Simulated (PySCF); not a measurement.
**C$_{3}$H$_{7}$N, SMILES `C1C(C1)N` (charge 0, multiplicity 1)**

Computed with PBE-D3(BJ)/def2-TZVP // PBE0-D3(BJ)/def2-TZVP run with PySCF.

```yaml
HOMO: -5.12 eV
dipole_moment: 0.237 e·Å
HOMO–LUMO gap: 5.67 eV
LUMO: 0.54 eV
total_energy: -4709.84 eV
cost: roughly 60 core-seconds
```

```xyz
11

N      1.6151    -0.0875    -0.1458
C      0.2742     0.2934    -0.4810
C     -0.7988     0.5198     0.5482
C     -0.8246    -0.6991    -0.3349
H      2.1013     0.6708     0.3175
H      1.6184    -0.8790     0.4846
H      0.2266     0.9264    -1.3618
H     -0.5254     0.3751     1.5869
H     -1.5352     1.2959     0.3773
H     -1.5764    -0.7644    -1.1110
H     -0.5751    -1.6513     0.1199
```
Charge 0, spin multiplicity 1.
